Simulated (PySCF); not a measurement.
Correlation energy of Sn+ (tin, charge +1)

[Kr] 4d10 5s2 5d1, 2D determinant (an excited configuration). Computed with PySCF 2.14 in aug-cc-pV5Z-PP with ECP28MDF (8s8p6d4f3g2h, 139 functions), with scalar relativity through the core potential. Frozen: 4s2 4p6 4d10; 3 electrons correlated.

MP2 pair energies summed by pair of shells (mhartree):

```tsv
pair	energy	share (%)
5s-5s	-26.38	65.9
5s-5d	-13.66	34.1
```

Total MP2 correlation energy: -40.04 mhartree.

Same-spin part -4.12 and opposite-spin part -35.91 mhartree; SCS-MP2 scales them by 1/3 and 6/5 to -44.47 mhartree.
